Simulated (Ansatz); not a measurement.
BF3 (boron trifluoride): methods side by side

BF3 has 4 atoms, charge 0, and is taken as a singlet. SMILES: `FB(F)F`. The shape was relaxed beforehand at r2SCAN/def2-SVP.

```
atom    x (Å)    y (Å)    z (Å)
   F   0.5450   0.2112   1.1767
   B   0.0000   0.0000   0.0000
   F  -0.2657  -1.2261  -0.3904
   F  -0.2793   1.0149  -0.7863
```

Quantity: the dissociation energy of the F4–B2 bond into doublet F and doublet BF2 (shapes relaxed at r2SCAN/def2-SVP, no zero-point term), in eV. The values are calculated.

| level | kind | program | value (eV) | less CCSD(T)/def2-TZVPP | CPU time (all runs) |
| --- | --- | --- | --- | --- | --- |
| HF/def2-TZVPP | Hartree–Fock | Ansatz | 5.77 | -1.63 | 1.2 s |
| PBE/def2-TZVPP | GGA | Ansatz | 7.43 | +0.03 | 2.9 s |
| r2SCAN/def2-TZVPP | meta-GGA | Ansatz | 7.30 | -0.10 | 6.2 s |
| PBE0-D4/def2-TZVPP | global hybrid | Ansatz | 7.30 | -0.10 | 3 s |
| wB97M-V/def2-TZVPP | range-separated hybrid | Ansatz | 7.53 | +0.13 | 11 s |
| B2PLYP/def2-TZVPP | double hybrid | Ansatz | 7.39 | -0.01 | 5.5 s |
| RPA@PBE/def2-TZVPP | RPA | Ansatz | 6.88 | -0.52 | 5.4 s |
| MP2/def2-TZVPP | perturbation theory | Ansatz | 7.67 | +0.27 | 2.1 s |
| CCSD(T)/def2-TZVPP | coupled cluster or CI | Ansatz | 7.40 | 0.00 | 13 s |

Differences are taken from CCSD(T)/def2-TZVPP for orientation; it has basis-set and higher-order errors of its own. The values span 5.77 to 7.67 eV. Hartree–Fock misses the correlation of the electron pair that is broken and comes out low. Measured bond enthalpies also hold zero-point and thermal terms, a few tenths of an eV less. Times are those of the runs behind each value, whatever else they computed, on shared processors of several kinds: orders of magnitude only.
